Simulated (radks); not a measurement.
Question: These are the eigenvalues of the occupied orbitals of an atom or ion with whole-number occupations (Ry). Calculated with a radial shooting solver on a logarithmic mesh with Libxc functionals: scalar-relativistic Kohn-Sham, Slater X-alpha with alpha = 0.984, spin-unpolarised, spherical densities, point nucleus.

orbital  eigenvalue
1s        -5132.024
2s        -891.6575
2p        -781.4125
3s        -208.1955
3p        -175.4563
3d        -137.7978
4s        -45.29783
4p        -34.50571
4d        -20.78725
5s         -8.48334
5p         -5.74913
4f         -5.45943
5d         -2.59691

Which element is it, and in what charge state? The configuration may be excited.

Answer: Z = 74, tungsten, charge +3: W3+ in [Xe] 4f14 5d3. The list shows which subshells hold electrons but not how many an open one holds; the 1s level, -2566 hartree, gives Z - s = 71.6 by -(Z - s)^2/2, which with screening and relativity narrows Z to a few neighbours, and the depths of the outer levels then fix element, charge and occupations together.
